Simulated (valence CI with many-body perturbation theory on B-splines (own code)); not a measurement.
The numbers below are computed, except where a source is named.
Cr XX: magnetic and hyperfine properties of the levels

Level of theory: valence CI with perturbative core correlation (CI+MBPT): three valence electrons over a frozen Dirac-Fock core [He], a basis of 11 s, 11 p, 10 d, 8 f, 5 g, 2 h functions for each j, with the one-electron correlation potential Σ1 (screened to all orders), the two-electron term Σ2, the three-electron term Σ3, Breit, model QED; selected single and double excitations, second order for the rest, scaled by the run's own slope (own B-spline code, finite nucleus).

No measured spectrum was set against this ion. As an estimate, levels of excited configurations hold to 0.05 to 0.15 % of their energy, terms of the ground configuration to about 0.5 %.

A/g_I is the dipole constant over the nuclear g factor μ/I (μ in nuclear magnetons, uniformly magnetised nucleus), B/Q the quadrupole constant per barn. Both hold the static response of the core; the bare values leave it out. Large factors of s and p1/2 electrons are usually good to 5 to 10 %; those of open d and f shells near neutrality can be off by tens of per cent, and small factors of p3/2, d and f electrons come from cancelling terms and can be off by a factor of two or in sign, in half-filled shells by more. B is blank for J = 1/2, where it vanishes, and for nearly pure S terms. Energies count from the lowest level.

Names give the largest LS component (configuration and term), which can be under half, so a name can repeat, a term be missing and a line seem to break the LS rules; names also repeat where a configuration has a term twice. Letters in brackets count levels of one name in rising energy.

```tsv
Level	E (× 10³ cm⁻¹)	g	A/g_I (MHz)	A/g_I bare	B/Q (MHz/b)	B/Q bare
2s²2p ²P°_1/2	0.00	0.662	120000	118000		
2s²2p ²P°_3/2	82.96	1.331	22600	24000	41100	41300
2s2p² ⁴P_1/2	354.98	2.647	217000	216000		
2s2p² ⁴P_3/2	391.65	1.728	94600	94400	33400	33600
2s2p² ⁴P_5/2	430.72	1.584	99600	99500	-38600	-38800
2s2p² ²D_3/2	641.19	0.815	-18300	-16200	55800	56100
2s2p² ²D_5/2	653.28	1.211	108000	106000	80000	80400
2s2p² ²P_1/2	760.72	1.284	156000	152000		
2s2p² ²S_1/2	848.00	1.397	264000	256000		
2s2p² ²P_3/2	861.92	1.316	-23400	-19500	-39800	-40000
2p³ ⁴S°_3/2	1102.0	1.959	-4860	1880		
2p³ ²D°_3/2	1229.9	0.881	23500	22900	32900	33000
2p³ ²D°_5/2	1248.6	1.197	40000	41300	-398	-399
2p³ ²P°_1/2	1380.5	0.662	120000	117000		
2p³ ²P°_3/2	1414.8	1.286	21100	23100	-33800	-34000
2s²3s ²S_1/2	6751.3	2.001	109000	107000		
2s²3p ²P°_1/2	6914.0	0.665	30300	29900		
2s²3p ²P°_3/2	6937.2	1.333	12500	12700	12700	12700
2s2p3s ⁴P°_1/2	7078.2	2.627	236000	231000		
2s²3d ²D_3/2	7086.7	0.798	4180	4160	2210	2260
2s²3d ²D_5/2	7093.5	1.199	1610	1610	3070	3140
2s2p3s ⁴P°_3/2	7100.7	1.710	161000	158000	-30800	-30900
2s2p3s ⁴P°_5/2	7157.2	1.598	113000	111000	42600	42800
2s2p3s ²P°_1/2 [a]	7166.1	0.692	74000	73400		
2s2p3p ⁴D_1/2	7221.7	0.177	-29900	-28800		
2s2p3s ²P°_3/2 [a]	7226.0	1.347	113000	111000	38800	39000
2s2p3p ⁴D_3/2	7241.5	1.231	113000	112000	-16000	-16100
2s2p3p ²P_3/2 [a]	7271.3	1.468	55900	55200	-4660	-4690
2s2p3p ²P_1/2 [a]	7274.6	0.591	-103000	-101000		
2s2p3p ⁴D_5/2	7277.7	1.378	77600	76600	4140	4160
2s2p3p ⁴P_1/2	7306.4	2.599	250000	246000		
2s2p3p ⁴S_3/2 [a]	7313.9	1.527	86400	85500	-3430	-3450
2s2p3p ⁴D_7/2	7328.5	1.427	68100	67500	54700	55000
2s2p3p ⁴P_3/2	7344.2	1.303	96000	94700	35900	36100
2s2p3p ⁴S_3/2 [b]	7356.1	1.522	85600	84600	20000	20100
2s2p3p ⁴P_5/2	7358.5	1.506	94700	93800	4170	4200
2s2p3d ⁴F°_3/2	7375.6	0.449	-39300	-38200	9930	10000
2s2p3d ⁴F°_5/2	7389.6	1.061	34100	33600	632	680
2s2p3p ²D_5/2 [a]	7394.7	1.278	61500	61200	39600	39800
2s2p3d ⁴F°_7/2	7412.0	1.261	52700	51900	-2850	-2800
```

**Question.** Take the isotope of mass number 53, with I = 3/2, μ = -0.47431 μN and Q = -0.15 b. What is the hyperfine structure of 2s2p² ⁴P_3/2?

**Answer.** From the table A = -29900 MHz, B = -5010 MHz. Shifts from the centre of gravity in MHz: F = 0: 106000, F = 1: 81000, F = 2: 26200, F = 3: -68500.
